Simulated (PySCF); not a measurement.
# Core-level binding energies of `C[Si@H]1C[Si@@H](C(F)(F)F)C1`

C4H9F3Si2.
Numbering: `[CH3:1][Si@H:2]1[CH2:3][Si@@H:4]([C:5]([F:6])([F:7])[F:8])[CH2:9]1`

Cartesian coordinates in Å at the PBE0-D3(BJ)/def2-SVP level; atoms count from 1:
```xyz
18
C4H9F3Si2 angstrom
C     -2.1884   -0.7246    0.5872
Si    -1.2435    0.0389   -0.8347
C     -0.2062    1.5693   -0.3363
Si     1.3292    0.4925   -0.5526
C      1.9805   -0.0331    1.1895
F      2.9301   -0.9783    1.1188
F      0.9856   -0.5406    1.9497
F      2.4982    1.0001    1.8720
C      0.3411   -0.9283   -1.3061
H     -2.9888   -0.0526    0.9339
H     -2.6454   -1.6803    0.2879
H     -1.5052   -0.9137    1.4290
H     -2.1373    0.3001   -2.0072
H     -0.3732    1.9780    0.6718
H     -0.2686    2.3980   -1.0593
H      2.5037    1.0359   -1.2955
H      0.4808   -1.9188   -0.8477
H      0.4824   -1.0280   -2.3942
```

Method: delta-SCF UKS SCAN, pcX-2 on the ionised atom, pcseg-1 elsewhere, spin-free X2C in PySCF 2.14.0. Binding energies are ΔSCF values: E(core-ionised, relaxed orbitals) − E(ground state) at a fixed geometry, referred to the vacuum level.

Q: What binding energy does each computed site have?

A: 
```json
{"atom(s)": "C1", "bonded to": "3 H and Si", "level": "C 1s", "binding energy (eV)": "290.20", "2p1/2 (eV)": "–", "above the level's lowest (eV)": "+0.51", "count": "1"}
{"atom(s)": "Si2", "bonded to": "3 C and H", "level": "Si 2p3/2", "binding energy (eV)": "106.47", "2p1/2 (eV)": "107.10", "above the level's lowest (eV)": "0.00", "count": "1"}
{"atom(s)": "Si2", "bonded to": "3 C and H", "level": "Si 1s", "binding energy (eV)": "1846.28", "2p1/2 (eV)": "–", "above the level's lowest (eV)": "0.00", "count": "1"}
{"atom(s)": "C3/C9", "bonded to": "2 H and 2 Si", "level": "C 1s", "binding energy (eV)": "289.69", "2p1/2 (eV)": "–", "above the level's lowest (eV)": "0.00", "count": "2"}
{"atom(s)": "Si4", "bonded to": "3 C and H", "level": "Si 2p3/2", "binding energy (eV)": "106.86", "2p1/2 (eV)": "107.49", "above the level's lowest (eV)": "+0.39", "count": "1"}
{"atom(s)": "Si4", "bonded to": "3 C and H", "level": "Si 1s", "binding energy (eV)": "1846.64", "2p1/2 (eV)": "–", "above the level's lowest (eV)": "+0.36", "count": "1"}
{"atom(s)": "C5", "bonded to": "3 F and Si", "level": "C 1s", "binding energy (eV)": "297.09", "2p1/2 (eV)": "–", "above the level's lowest (eV)": "+7.40", "count": "1"}
{"atom(s)": "F6/F7/F8", "bonded to": "C", "level": "F 1s", "binding energy (eV)": "693.48", "2p1/2 (eV)": "–", "above the level's lowest (eV)": "0.00", "count": "3"}
```

The listed C 1s values span 7.40 eV, from C3/C9 (bonded to 2 H and 2 Si) to C5 (bonded to 3 F and Si). Summing the Pauling electronegativity differences to the bonded atoms, each weighted by its formal bond order, gives -2.00 for the lowest site and +3.64 for the highest; no listed site has a larger sum than the highest.

The listed Si 1s values span 0.36 eV, from Si2 (bonded to 3 C and H) to Si4 (bonded to 3 C and H).

The listed Si 2p3/2 values span 0.39 eV, from Si2 (bonded to 3 C and H) to Si4 (bonded to 3 C and H). Summing the Pauling electronegativity differences to the bonded atoms, each weighted by its formal bond order, gives +2.25 for the lowest site and +2.25 for the highest; the sum is the same at every site.

Q: What is the longest wavelength that can ionise C 1s of C5 vertically?

A: λ = hc/E = 12398.42 eV Å / 297.09 eV = 41.733 Å.

One atom of each set of topologically equivalent atoms was ionised and stands for the set; in this conformer not all members are related by symmetry, and their own values weren't computed. The 2p values add to the ΔSCF energy of one spin-free hole a correction within the shell (spin–orbit coupling, ligand field). 2p1/2 minus 2p3/2 (ligand field included): Si 0.62 eV. Isolated species at its PBE0-D3(BJ)/def2-SVP geometry (one conformer only).
